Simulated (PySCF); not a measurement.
**Exercise with solution: refractive index and permittivity of the vapour**

C₂H₂F, SMILES [C](=C)F, multiplicity 2.

Geometry: B3LYP-D3(BJ)/def2-TZVP. The isomer is the one that the SMILES or the coordinates give; other isomers of the formula were not compared.

PySCF with r2SCAN/def2-TZVPD gives a mean static polarisability of 27.1 bohr³ and a dipole moment of 1.01 D. Take an ideal gas at 298.15 K and 1 bar, whether or not the substance is that volatile.

### Question
Work out n − 1 in the optical limit and the static ε − 1.

### Answer

Polarisability volume α' = 27.1 × 0.148185 = 4.02 Å³. Number density N = p/kT = 2.43e-5 Å⁻³.
Dilute limit of Lorentz–Lorenz: n − 1 = 2π N α' = 0.00061.
Orientation term of Debye: μ²/(3kT) = 8.098 Å³ × μ²(D²) = 8.26 Å³.
ε − 1 = 4π N (α' + μ²/3kT) = 0.0037. Orientation of the dipole supplies 67 % of the static response; it can't follow optical fields. Vibrational polarisation and dispersion are left out.
